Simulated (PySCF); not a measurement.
SMILES F[SiH](F)/C=C/[SiH2]C (C3H8F2Si2), GFN2-xTB optimised geometry. Atoms within 1.6 Å of the plane z = 0.0 Å (x, y, z in Å): Si1 (-2.16, 0.25, 0.00), F2 (-2.71, 1.75, 0.00), F3 (-2.69, -0.31, -1.40), C4 (-0.29, 0.25, 0.00), C5 (0.48, -0.39, -0.89), Si6 (2.36, -0.37, -0.93), H8 (-2.86, -0.46, 1.04), H9 (0.21, 0.81, 0.78), H11 (2.85, -1.75, -0.84), H12 (2.86, 0.41, 0.22).

Computed with CAM-B3LYP/def2-TZVP in PySCF. Cells within 0.4 Å of a nucleus heavier than hydrogen are left out (blank, or x).

Map of the electrostatic potential (hartree/e), clipped to [-0.08, 0.12] on the plane z = 0.0 Å:

```
|111111111122222222222222222|
|111111111112222222222222222|
|111111111112222222222222222|
|111100011111222222222222222|
|111000000111222222222222222|
|110000000111222222222222222|
|100001310012222222222222222|
|100039993122222222222222222|
|100099x99433333333332222222|
|110199x99965554333333322222|
|111279999999999544456643222|
|222599999999999856799973222|
|2236999xx999xx9979999994332|
|2236999xx999xx9999999994332|
|223599999999999999999985333|
|222369999999999999999974332|
|222346999974445669999953322|
|222233566643223345787643222|
|222223344433222233445432222|
|222222333332222222233322222|
|222222223322222222222222222|
|222222222222222222222222222|
|222222222222222222222222222|
|222222222222222222222222222|
|222222222222222222222222222|
|222222222222222222222222222|
|222222222222222222222222222|
```
Scale: ten equal steps from -0.038 (start of '0') to 0.120 (end of '9'), in the order '0123456789'; x runs from -5.00 to 5.00, y from -5.00 (bottom) to 5.00 (top).
